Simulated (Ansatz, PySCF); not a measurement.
Energy difference R1 + R2 → P1, each structure at its B3LYP-D3(BJ)/def2-TZVP stationary point, reached from a drawn start (curvature not checked).
R1: CH2 (SMILES [CH2]), charge 0, multiplicity 3.
P1, CH4 (SMILES C) (charge 0, multiplicity 1):
```json
[
 {"atom": "C", "x (Å)": "0.0000", "y (Å)": "0.0000", "z (Å)": "0.0000"},
 {"atom": "H", "x (Å)": "0.6289", "y (Å)": "0.6289", "z (Å)": "0.6289"},
 {"atom": "H", "x (Å)": "-0.6289", "y (Å)": "-0.6289", "z (Å)": "0.6289"},
 {"atom": "H", "x (Å)": "0.6289", "y (Å)": "-0.6289", "z (Å)": "-0.6289"},
 {"atom": "H", "x (Å)": "-0.6289", "y (Å)": "0.6289", "z (Å)": "-0.6289"}
]
```
R2: H2 (SMILES [H][H]), charge 0, multiplicity 1.

P less R. No zero-point or thermal terms; singlets are restricted closed shells; open shells are unrestricted.

Cores are frozen in the correlated methods. CBS: X⁻³ extrapolation of the correlation energy, Hartree–Fock from the larger set.

Run with Ansatz (Gaussian orbitals); PySCF for the D3/D4 terms. All values are computed, each at the level named.

PBE/def2-TZVPP gives -121.03 kcal/mol for the reaction energy.

Task: Predict the shift from PBE, with its sign, for: PBE-D3(BJ)/def2-TZVPP, r2SCAN/def2-TZVPP, B3LYP/def2-TZVPP, wB97M-V/def2-TZVPP, B2PLYP/def2-TZVPP, MP2/CBS(cc-pVTZ, cc-pVQZ), CCSD(T)/CBS(cc-pVTZ, cc-pVQZ).

Result: PBE-D3(BJ)/def2-TZVPP -0.37; r2SCAN/def2-TZVPP 5.99; B3LYP/def2-TZVPP 2.38; wB97M-V/def2-TZVPP -0.09; B2PLYP/def2-TZVPP 1.65; MP2/CBS(cc-pVTZ, cc-pVQZ) -1.63; CCSD(T)/CBS(cc-pVTZ, cc-pVQZ) 1.02 kcal/mol. 4 of 7 lie above PBE; the widest gap is to r2SCAN/def2-TZVPP.

Ansatz is a quantum-chemistry and plane-wave program.
